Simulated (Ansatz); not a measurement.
```xyz
5

C     0.0472   -0.0360   -0.6898
O     0.0524   -0.1077    0.6242
H    -0.0044    0.8068    1.0531
H     0.0555   -0.9856   -1.0910
H    -0.3891    0.8373   -1.2523
```

Basis set: 6-31G (spherical functions). Correlated methods keep 2 orbitals frozen. Charge 0, multiplicity 2.

Computed with Ansatz (development build ahead of 0.2.0); each method stands on the lowest determinant of its kind that the runs found.

The atomization energy at this shape (free ground-state atoms in the same class of orbitals less the molecule, no zero-point energy) of doublet CH3O:

```tsv
method	atomization energy
UHF	1044.9 kJ/mol
```

(1) What does UHF-MP2 give?

Answers

(1) 1366.7 kJ/mol.

This basis has no polarisation functions and is too small for such energies, which can lie far from measured ones in either direction.
